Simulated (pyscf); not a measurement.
Single points on ωB97X-D3(BJ)/def2-SVP structures (PySCF, gas phase). Singlets are restricted, triplets unrestricted.

Singlet (Å):
```xyz
6

Cl     1.9612    -1.3277    -1.1005
Ge     0.2925    -0.2143    -0.2477
Ge     0.6907     2.1946    -0.5367
H     -0.9642    -0.7202    -0.9807
H      0.2121    -0.6488     1.2279
H     -0.7013     2.4541     0.1952
```

Triplet (Å):
```xyz
6

Cl    -0.2598     1.0471     1.7825
Ge    -1.5617    -0.0499     0.4374
Ge    -0.8443     0.2933    -1.8182
H     -2.9768     0.5041     0.6208
H     -1.4640    -1.5235     0.8566
H      0.4874    -0.3075    -2.3229
```

Problem. For these two minima of Cl–GeH₂–GeH:, which spin state lies lower at ωB97X-D3(BJ)/def2-TZVP, and by how much (electronic energies)?

Solution. The singlet, by 21.6 kcal/mol. Zero-point energy shifts E(triplet) − E(singlet) by +0.4 kcal/mol. The 7 functionals that were run give +13.7 (r²SCAN) to +21.6 kcal/mol (ωB97X-D3(BJ)). Cl–GeH₂–GeH: [singlet] lies 10.7 kcal/mol over its isomer Cl–Ge:–GeH₃ [singlet], and others may lie lower still (electronic energy, ωB97M-D3(BJ)). 

E(triplet) − E(singlet) by level (kcal/mol):

| level | gap |
|---|---|
| ωB97X-D3(BJ)/def2-TZVP | +21.6 |
| PBE/def2-TZVP | +18.7 |
| r²SCAN/def2-TZVP | +13.7 |
| B3LYP-D3(BJ)/def2-TZVP | +21.5 |
| PBE0-D3(BJ)/def2-TZVP | +16.7 |
| M06-2X/def2-TZVP | +14.5 |
| ωB97M-D3(BJ)/def2-TZVP | +21.4 |
| HF/def2-TZVP | +4.6 |

The triplet is the lowest one reached from the SCF start used. Elements up to Kr have no core potential and no relativistic terms here.
